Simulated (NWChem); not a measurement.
System: BeH₂S; SMILES [SH][BeH]

Here is an NWChem input.

```
start job
memory heap 200 mb stack 900 mb global 1100 mb
geometry units angstroms noautoz
  Be     0.103550    -1.305173     0.000000
  H      0.068015    -2.638136     0.000000
  S      0.162858     0.609725     0.000000
  H     -1.188377     0.702393     0.000000
end
basis spherical
  Be library def2-svp
  H library def2-svp
  S library def2-svp
end
dft
  xc becke88 lyp
  iterations 150
  mulliken
end
task dft energy
```

NWChem printed, in part:

```
             Northwest Computational Chemistry Package (NWChem) 7.3.0
             --------------------------------------------------------

 CS  symmetry detected

                             Geometry "geometry" -> ""
                             -------------------------

 Output coordinates in angstroms (scale by  1.889725989 to convert to a.u.)

  No.       Tag          Charge          X              Y              Z
 ---- ---------------- ---------- -------------- -------------- --------------
    1 Be                   4.0000     0.02874858    -1.42313052     0.00000000
    2 H                    1.0000     0.00402504    -2.75633787     0.00000000
    3 S                   16.0000     0.07252487     0.49218550     0.00000000
    4 H                    1.0000    -1.27941723     0.57389197     0.00000000

 Effective nuclear repulsion energy (a.u.)      29.1571809557

      Symmetry information
      --------------------

 Group name             Cs
 Group number              2
 Group order               2
 No. of unique centers     4

                                 NWChem DFT Module
                                 -----------------

 Summary of "ao basis" -> "ao basis" (spherical)
 ------------------------------------------------------------------------------
       Tag                 Description            Shells   Functions and Types
 ---------------- ------------------------------  ------  ---------------------
 Be                         def2-svp                 5        9   3s2p
 H                          def2-svp                 3        5   2s1p
 S                          def2-svp                 8       18   4s3p1d

      Symmetry analysis of basis
      --------------------------

        a'         28
        a"          9

            General Information
            -------------------
          SCF calculation type: DFT
          Wavefunction type:  closed shell.
          No. of atoms     :     4
          No. of electrons :    22
           Alpha electrons :    11
            Beta electrons :    11
          Charge           :     0
          Spin multiplicity:     1
          Use of symmetry is: on ; symmetry adaption is: on
          Maximum number of iterations: 150
          AO basis - number of functions:    37
                     number of shells:    19
          Convergence on energy requested:  1.00D-06
          Convergence on density requested:  1.00D-05
          Convergence on gradient requested:  5.00D-04

              XC Information
              --------------
                    Becke 1988 Exchange Functional  1.000
              Lee-Yang-Parr Correlation Functional  1.000

             Grid Information
             ----------------
          Grid used for XC integration:  medium
          Radial quadrature: Mura-Knowles
          Angular quadrature: Lebedev.
          Tag              B.-S. Rad. Rad. Pts. Rad. Cut. Ang. Pts.
          ---              ---------- --------- --------- ---------
          Be                  1.05       49           8.0       434
          H                   0.35       45          10.0       434
          S                   1.00       88          10.0       590
          Grid pruning is: on
          Number of quadrature shells:   227
          Spatial weights used:  Erf1

      Superposition of Atomic Density Guess
      -------------------------------------

 Sum of atomic energies:        -412.89960334

      Non-variational initial energy
      ------------------------------

 Total energy =    -413.292745
 1-e energy   =    -626.939972
 2-e energy   =     184.490046
 HOMO         =      -0.335522
 LUMO         =       0.039420

      Symmetry analysis of molecular orbitals - initial
      -------------------------------------------------

  Numbering of irreducible representations:

     1 a'          2 a"

  Orbital symmetries:

     1 a'          2 a'          3 a'          4 a'          5 a"
     6 a'          7 a'          8 a'          9 a'         10 a'
    11 a"         12 a'         13 a'         14 a"         15 a'
    16 a'         17 a'         18 a"         19 a'         20 a'
    21 a'

     ---------------------------------------------
      Total Density - Mulliken Population Analysis
     ---------------------------------------------

    Atom       Charge   Shell Charges
 -----------   ------   -------------------------------------------------------
    1 Be   4     3.60   1.99  0.79  0.13  0.55  0.13
    2 H    1     1.08   0.70  0.37  0.01
    3 S   16    16.54   2.00  1.99  1.21  0.62  5.94  1.86  2.90  0.02
    4 H    1     0.77   0.56  0.18  0.03

   convergence    iter        energy       DeltaE   RMS-Dens  Diis-err
 ---------------- ----- ----------------- --------- --------- ---------
 d= 0,ls=0.0,diis     1   -413.9704047787 -4.43D+02  2.33D-02  2.19D-01
 d= 0,ls=0.0,diis     2   -413.9672626831  3.14D-03  1.60D-02  1.81D-01
 d= 0,ls=0.0,diis     3   -413.9968450183 -2.96D-02  5.44D-03  3.79D-02
 d= 0,ls=0.0,diis     4   -414.0037147226 -6.87D-03  8.61D-04  1.00D-03
 d= 0,ls=0.0,diis     5   -414.0038833148 -1.69D-04  2.59D-04  5.11D-05
  Resetting Diis
 d= 0,ls=0.0,diis     6   -414.0038930653 -9.75D-06  6.84D-05  4.67D-06
 d= 0,ls=0.0,diis     7   -414.0038940777 -1.01D-06  1.93D-05  1.35D-07
 d= 0,ls=0.0,diis     8   -414.0038940702  7.49D-09  1.21D-05  1.88D-07
 d= 0,ls=0.0,diis     9   -414.0038941011 -3.09D-08  2.39D-06  6.15D-09

         Total DFT energy =     -414.003894101058
      One electron energy =     -628.276226544636
           Coulomb energy =      214.369878892547
    Exchange-Corr. energy =      -29.254727404654
 Nuclear repulsion energy =       29.157180955685

 Numeric. integr. density =       21.999997191386

                  Occupations of the irreducible representations
                  ----------------------------------------------

                     irrep           alpha         beta
                     --------     --------     --------
                     a'                9.0          9.0
                     a"                2.0          2.0

                       DFT Final Molecular Orbital Analysis
                       ------------------------------------

 Vector    9  Occ=2.000000D+00  E=-3.005092D-01  Symmetry=a'
              MO Center=  4.8D-03, -9.0D-01,  1.3D-16, r^2= 3.4D+00
   Bfn.  Coefficient  Atom+Function         Bfn.  Coefficient  Atom+Function
  ----- ------------  ---------------      ----- ------------  ---------------
     2      0.397191  1 Be s                 26     -0.326269  3 S  py
    10      0.280104  2 H  s                 23     -0.258669  3 S  py
    17     -0.199471  3 S  s                  1     -0.196012  1 Be s
    20     -0.150540  3 S  py                18     -0.126985  3 S  s
    16      0.125683  3 S  s                 25     -0.120380  3 S  px

 Vector   10  Occ=2.000000D+00  E=-2.756378D-01  Symmetry=a'
              MO Center=  6.2D-02, -1.1D+00,  4.2D-16, r^2= 3.4D+00
   Bfn.  Coefficient  Atom+Function         Bfn.  Coefficient  Atom+Function
  ----- ------------  ---------------      ----- ------------  ---------------
     5      0.378774  1 Be py                10      0.328024  2 H  s
    23      0.295363  3 S  py                26      0.293803  3 S  py
    18      0.221241  3 S  s                 20      0.167366  3 S  py
    11      0.110572  2 H  s                 25      0.089054  3 S  px
     8     -0.079431  1 Be py                17      0.077237  3 S  s

 Vector   11  Occ=2.000000D+00  E=-2.327229D-01  Symmetry=a"
              MO Center=  4.8D-02,  2.9D-01, -1.3D-15, r^2= 1.7D+00
   Bfn.  Coefficient  Atom+Function         Bfn.  Coefficient  Atom+Function
  ----- ------------  ---------------      ----- ------------  ---------------
    27      0.598944  3 S  pz                24      0.433942  3 S  pz
    21      0.248617  3 S  pz                 6     -0.158291  1 Be pz
     9      0.095279  1 Be pz                29     -0.026737  3 S  d -1

 Vector   12  Occ=0.000000D+00  E=-5.722846D-02  Symmetry=a'
              MO Center=  6.8D-02, -1.3D+00, -6.9D-17, r^2= 3.5D+00
   Bfn.  Coefficient  Atom+Function         Bfn.  Coefficient  Atom+Function
  ----- ------------  ---------------      ----- ------------  ---------------
     4      0.556520  1 Be px                 7     -0.557732  1 Be px
    34     -0.442769  4 H  s                 18      0.301570  3 S  s
    33     -0.212771  4 H  s                 17      0.090356  3 S  s
    25     -0.085525  3 S  px                28      0.076553  3 S  d -2
    16     -0.072881  3 S  s                 26      0.069834  3 S  py

 Vector   13  Occ=0.000000D+00  E=-3.391551D-02  Symmetry=a"
              MO Center=  2.9D-02, -1.3D+00, -1.1D-15, r^2= 3.6D+00
   Bfn.  Coefficient  Atom+Function         Bfn.  Coefficient  Atom+Function
  ----- ------------  ---------------      ----- ------------  ---------------
     9     -0.581810  1 Be pz                 6      0.562344  1 Be pz
    27      0.399947  3 S  pz                24      0.192209  3 S  pz
    21      0.108382  3 S  pz                29      0.062841  3 S  d -1

 Vector   14  Occ=0.000000D+00  E=-1.563058D-02  Symmetry=a'
              MO Center= -7.9D-01, -3.0D-01,  1.7D-15, r^2= 4.8D+00
   Bfn.  Coefficient  Atom+Function         Bfn.  Coefficient  Atom+Function
  ----- ------------  ---------------      ----- ------------  ---------------
     3      1.021484  1 Be s                 18     -0.877562  3 S  s
    34      0.617470  4 H  s                 25      0.536513  3 S  px
     8      0.412622  1 Be py                17     -0.239811  3 S  s
    11     -0.232774  2 H  s                 22      0.201733  3 S  px
    26      0.190002  3 S  py                 7     -0.176029  1 Be px

     ---------------------------------------------
      Total Density - Mulliken Population Analysis
     ---------------------------------------------

[...]
```

Level: BLYP/def2-SVP. All runs use the structure optimised with PBE0/def2-SVP.
